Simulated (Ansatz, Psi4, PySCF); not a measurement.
C$_{6}$H$_{12}$O$_{3}$, charge -1, doublet, geometry from GFN2-xTB (a state made from the parent by changing its charge; the spin is typed, not shown lowest) (in this run its highest filled SCF level lies above zero, so its values depend strongly on the basis, on diffuse functions most of all). Base run: MP2/STO-3G (PySCF).

PySCF was given this input:
```python
from pyscf import gto, scf, mp

mol = gto.Mole()
mol.atom = '''
    C     3.028377    1.258659   -0.055675
    O     2.296406    0.084326    0.120226
    C     0.938074    0.239406   -0.272443
    C     0.076352   -0.941511    0.206976
    C     0.648906   -2.272250   -0.280821
    O    -1.221782   -0.806294   -0.259922
    C    -2.021407    0.297738    0.384839
    C    -2.893696    0.882739   -0.721171
    O    -1.426449    1.051321    1.240708
    H     2.603119    2.087802    0.526442
    H     3.056483    1.563311   -1.113630
    H     4.045992    1.060455    0.285824
    H     0.874700    0.318777   -1.370153
    H     0.503123    1.141184    0.176828
    H     0.085055   -0.914378    1.311283
    H     0.059234   -3.096041    0.114965
    H     0.608477   -2.307011   -1.367940
    H     1.681322   -2.365734    0.046464
    H    -2.325462    1.475541   -1.460128
    H    -3.641556    1.536846   -0.271834
    H    -3.395516    0.075743   -1.256453
'''
mol.basis = 'sto-3g'
mol.charge = -1
mol.spin = 1
mol.verbose = 4
mol.build()

mf = scf.UHF(mol)
mf.kernel()

pt = mp.MP2(mf)
pt.kernel()
print('E(MP2) = %.10f' % pt.e_tot)
```

The same geometry, method and basis name were run in Ansatz (an electronic-structure program) and Psi4 and PySCF, at each program's defaults and at the settings that a row names. The base is PySCF at its defaults. Differences at the defaults can come from grids, fitting, cores and function types together.

```tsv
code and settings	ΔE vs base (µEh)	basis functions	E (Eh)	SCF cycles
PySCF, defaults (exact integrals, spherical functions, all electrons correlated)	0.0	57	-453.14523	16
Psi4, defaults (density fitting with its default set, spherical functions, all electrons correlated)	-766	57	-453.14600	18
Ansatz, defaults (factorised integrals, spherical functions, frozen core)	3063	57	-453.14217	-
PySCF, frozen core	3007	57	-453.14223	16
Psi4, exact integrals, spherical functions, frozen core	3007	57	-453.14223	18
Ansatz, high accuracy, frozen core	3007	57	-453.14223	-
```

Open shells are given as the SCF converged; they aren't shown to be the lowest states, and a large step between rows can be another state.
